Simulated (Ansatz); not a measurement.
Reaction (ligand exchange at the Si–C bond): `CC[Si]F` + `[SiH3]N[SiH3]` → `F[Si]N([SiH3])[SiH3]` + `CC`

Calculated with Ansatz (gas phase, PBE0-D4/def2-TZVP geometries, no zero-point term in ΔE). CCSD(T)/CBS is the MP2 limit (def2-TZVPP, def2-QZVPP) plus CCSD(T) − MP2 in def2-TZVPP, frozen cores. This one scheme is used for every species. DFT in def2-TZVPP. B3LYP here is the variant with VWN-RPA as its local correlation; programs differ in this. Each species was taken in one conformer, which may not be the lowest.

(1) Is it downhill or uphill in electronic energy at CCSD(T)/CBS, and by how much? (Best estimate.)

(2) What do these levels give: r2SCAN-D4, PBE0-D4, B3LYP-D4, BHLYP-D4, ωB97M-V, B2PLYP, PBE, BHLYP, MP2/def2-SVP, CCSD(T)/def2-SVP, MP2/def2-QZVPP, SCS-MP2/def2-QZVPP? (Best estimate.)

(3) What do rigid-rotor, harmonic-oscillator terms from PBE0-D4/def2-TZVP frequencies (298.15 K, 1 bar) make of the CCSD(T)/CBS value? (Estimate.)

Largest T1 diagnostic among the species: 0.014.

## Answers

(1) The calculation gave: Downhill: ΔE = -1.46 eV.

(2) The calculation gave: r2SCAN-D4 -1.48, PBE0-D4 -1.43, B3LYP-D4 -1.48, BHLYP-D4 -1.51, ωB97M-V -1.46, B2PLYP -1.45, PBE -1.38, BHLYP -1.42, MP2/def2-SVP -1.54, CCSD(T)/def2-SVP -1.51, MP2/def2-QZVPP -1.52, SCS-MP2/def2-QZVPP -1.49 eV.

(3) Computed: ΔZPE = +0.05 eV, ΔH = -1.41 eV, ΔS = -57 J/(mol·K), ΔG = -1.24 eV. Modes under 50 cm⁻¹ make the entropy rough.

The D4 term adds −0.08 eV with B3LYP and −0.04 eV with PBE0; it sums over pairs of atoms, weighted by their polarisabilities, and B3LYP, whose exchange is more repulsive, gets the larger term. Leaving LDA and LC-ωPBE aside and taking each functional with its dispersion term where it has one, the values, not all of them listed here, spread over 0.08 eV, from BHLYP-D4 to PBE-D4. LDA lies −0.05 eV from PBE without D4.
